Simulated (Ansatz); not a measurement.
This geometry of AlF2HO + H2 (7 atoms, charge 0, multiplicity 1) is a first-order saddle point.

All numbers below come from RKS PBE-D4/def2-SVP (Ansatz).

```xyz
7
Properties=species:S:1:pos:R:3
Al 0.021 0.275 0.028
O -0.013 -0.015 1.848
H -0.807 -0.355 2.306
F 1.444 -0.138 -0.739
F -1.452 -0.037 -0.700
H 0.074 1.893 0.729
H -0.028 1.224 1.554
```

Question: Which two structures does it join? (They come from a converged band through this point; their orientation in space is the band's.)

Answer: Bonds broken: H6–H7. Bonds formed: Al1–H6, O2–H7. AlF2HO + H2 becomes AlF2H3O.

Image 0:

```xyz
7
Properties=species:S:1:pos:R:3
Al -0.056 -0.053 0.257
O -0.057 -0.491 1.906
H -0.872 -0.711 2.382
F 1.390 0.000 -0.570
F -1.468 0.069 -0.628
H 0.248 2.138 0.483
H 0.053 1.896 1.196
```

Image 6:

```xyz
7
Properties=species:S:1:pos:R:3
Al 0.093 0.545 -0.100
O -0.017 0.133 1.859
H -0.897 -0.310 1.859
F 1.421 -0.335 -0.637
F -1.414 -0.229 -0.272
H 0.148 2.133 -0.130
H -0.095 0.911 2.447
```

Question: How far does it lie above each of them?

Answer: 0.63 eV above the first and 0.69 eV above the second. This is the barrier of this one path; another mechanism may lie lower. The orbitals stay closed-shell, which can raise the energy where a bond breaks towards radicals; this wasn't checked here.

Time of the run: 110 s on 1 thread of Arm Neoverse V1, on a shared host, peak memory 0.13 GiB.
